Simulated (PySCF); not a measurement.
Lowest empty level (eV) of eight silicon and germanium compounds: PBE beside PBE0, computed with PySCF for isolated molecules in the bases named; differences from unrounded values. The eight are the first of their class met in an unordered collection, after screening for sound electronic states; none was chosen by its value. Each molecule has one DFT geometry for both levels.

```json
[
 {"molecule": "As2H6Si, SMILES [AsH2][SiH2][AsH2]", "basis": "def2-TZVP", "PBE0": "-0.38", "PBE": "-1.15", "difference": "-0.76"},
 {"molecule": "C₂H₅FO₂Si, SMILES CC(=O)O[SiH2]F", "basis": "def2-TZVP", "PBE0": "-0.28", "PBE": "-1.43", "difference": "-1.15"},
 {"molecule": "CH₆ClFSi₂, SMILES C([SiH3])[Si@H](F)Cl", "basis": "def2-TZVP", "PBE0": "0.40", "PBE": "-0.47", "difference": "-0.87"},
 {"molecule": "C2H5ClOSi, SMILES [SiH2](Cl)OC=C", "basis": "def2-TZVP", "PBE0": "0.02", "PBE": "-0.94", "difference": "-0.96"},
 {"molecule": "C₃H₄Cl₂Si, SMILES C#C[Si](Cl)(Cl)C", "basis": "def2-TZVP", "PBE0": "-0.66", "PBE": "-1.59", "difference": "-0.93"},
 {"molecule": "C2H8FNSi2, SMILES C[Si@H]1CN[Si@H]1F", "basis": "def2-TZVP", "PBE0": "0.08", "PBE": "-0.76", "difference": "-0.84"},
 {"molecule": "C₃H₉FOSi, SMILES CO[Si@@H](C)CF", "basis": "def2-TZVP", "PBE0": "0.61", "PBE": "-0.37", "difference": "-0.98"},
 {"molecule": "C2H4N2OSi, SMILES N#C/N=C/O[SiH3]", "basis": "def2-TZVP", "PBE0": "-1.78", "PBE": "-2.77", "difference": "-0.98"}
]
```

PBE lies below PBE0 in 8 and above it in 0 of the eight; the mean signed difference is -0.93 and the largest -1.15 eV.
